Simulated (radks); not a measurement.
Values are calculated unless marked as measured or tabulated.
Valence configurations of neutral mercury. Code: a radial shooting solver on a logarithmic mesh with Libxc functionals. Model: Dirac Kohn-Sham, PBE, spin-unpolarised, spherical densities, point nucleus; open shells fill j = l - 1/2 first. Energies are relative to [Hg]; eigenvalues in eV.

valence,E (eV),e(4f5/2),e(4f7/2),e(5d3/2),e(5d5/2),e(6p1/2)
[Hg],0.000,-97.946,-93.753,-10.995,-9.160,-
[Xe] 4f14 5d10 6s1.5 6p0.5,2.676,-98.845,-94.653,-11.871,-10.026,-2.019
[Xe] 4f14 5d9.5 6s2 6p0.5,4.120,-100.47,-96.279,-13.004,-11.112,-2.233
[Xe] 4f14 5d9 6s2 6p1,8.875,-102.95,-98.755,-14.917,-12.966,-2.828
[Xe] 4f13.5 5d10 6s2 6p0.5,48.041,-106.49,-102.23,-13.676,-11.701,-2.222
[Xe] 4f13 5d10 6s2 6p1,100.05,-115.18,-110.86,-16.366,-14.250,-2.822

NIST lists [Hg] as the ground configuration; this level of theory agrees among the configurations tried. The energies are those of spherical spin-averaged densities, not of single terms.
